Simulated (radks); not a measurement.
The mean radii <r> (bohr) of the occupied orbitals of an atom or ion are listed with their occupations. Method: scalar-relativistic Kohn-Sham, BLYP, spin-polarised, spherical densities, finite nucleus; Fermi nuclear charge, rms radius of each element as measured or else 0.836 A^(1/3) + 0.57 fm; computed with a radial shooting solver on a logarithmic mesh with Libxc functionals.

| orbital | occ. | <r> |
|---|---|---|
| 1s down | 1 | 0.02191 |
| 1s up | 1 | 0.02191 |
| 2s up | 1 | 0.09329 |
| 2s down | 1 | 0.09329 |
| 2p up | 3 | 0.08236 |
| 2p down | 3 | 0.08236 |
| 3s up | 1 | 0.2445 |
| 3s down | 1 | 0.2443 |
| 3p up | 3 | 0.2431 |
| 3p down | 3 | 0.2429 |
| 3d up | 5 | 0.2213 |
| 3d down | 5 | 0.2210 |
| 4s up | 1 | 0.5519 |
| 4s down | 1 | 0.5521 |
| 4p up | 3 | 0.5836 |
| 4p down | 3 | 0.5840 |
| 4d up | 5 | 0.6321 |
| 4d down | 5 | 0.6335 |
| 5s up | 1 | 1.286 |
| 5s down | 1 | 1.303 |
| 5p up | 3 | 1.464 |
| 5p down | 3 | 1.488 |
| 4f up | 6 | 0.7936 |

Name the element and its charge. Open shells, if any, are filled with parallel spins first.

Answer. Z = 64, gadolinium, charge +4: Gd4+ in [Xe] 4f6. The 1s radius gives Z: for a bare nucleus <r> = (2 gamma + 1)/(2Z) with gamma = sqrt(1 - (Z/c)^2), 0.02163 bohr for Z = 64, and screening makes it slightly larger (0.02191 here). The occupations add up to 60, and the charge is Z minus that.
